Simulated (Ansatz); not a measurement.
Input for Ansatz (development build ahead of 0.2.0):

```yaml
crystal:
  periodic: [false, false, false]
  atoms:
    - { symbol: Fe, position_ang: [0.0, 0.0, 0.0] }
    - { symbol: O, position_ang: [0.0, 0.0, 3.68] }
    - { symbol: O, position_ang: [0.0, 0.0, -3.68] }
basis:
  gaussian: { orbitals: pcseg-2 }
magnetization:
  spin_polarized: true
  initial_magnetization: 2
hamiltonian:
  xc: pbe0
```

The input is written out in the form of the current development build from the run's settings.

Output:

- Converged: yes
- Total energy: -1413.48343 hartree
- Spin squared of the determinant: 4.979
- Stability test: minimum

Caution: charge can spread falsely over distant fragments; the unrestricted determinant is a mixture of spin states; other spin multiplicities may lie lower.
